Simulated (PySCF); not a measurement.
Input of a run (PBE0-D3(BJ)/def2-SVP geometry optimisation, gas phase, def2 core potentials past Kr (PySCF 2.14.0)), started from GFN2-xTB:
```
{"job": {"xc": "PBE0", "basis": "def2-SVP", "d3": "d3bj", "grid": 1, "maxiter": 30, "shake": 0.03, "kind": "geom"}, "charge": 0, "multiplicity": 1}
Os     0.061120    -0.076700     0.012450
O     -0.006820    -0.030970     1.612700
O      1.462430     0.003120    -0.575250
O     -0.670580     1.332640    -0.531290
O     -0.771300    -1.338560    -0.580720
```

Output (energies in Eh, forces in Eh/bohr):
```
step   0  E = -390.94687710  max force = 0.305512
step   1  E = -391.01522647  max force = 0.011901
step   2  E = -391.01570633  max force = 0.006572
step   3  E = -391.01576858  max force = 0.000797
step   4  E = -391.01577079  max force = 0.000189
optimisation converged
```

Q: Summarise the run.

A: The energy falls by 1.875 eV over 5 energy and gradient evaluations, the largest force component goes from 0.3055 to 1.9e-04 Eh/bohr, and the atoms move by 0.099 Å rms after alignment. The bond that changes most is Os1–O3 (ends: osmium bonded to 4 O; oxygen bonded to Os), which lengthens by 0.171 Å. Bonds longer at the end by more than 0.005 Å: 4 of 4; shorter: 0. Among the angles that change most is O3–Os1–O4, from 103.4° to 109.4°. The energy never rose by more than 1e-6 Eh on the way. The first step brought 99 % of the lowering.

Q: What are the final bond lengths?

A: Os1–O2 1.693 Å, Os1–O3 1.692 Å, Os1–O4 1.693 Å, Os1–O5 1.693 Å. Numbering counts from 1 in the input's order; the species is `[O]=[Os](=[O])(=[O])=[O]`.

The run used 88 basis functions and 45 SCF cycles in all.

PBE0-D3(BJ)/def2-SVP frequencies: not computed here.
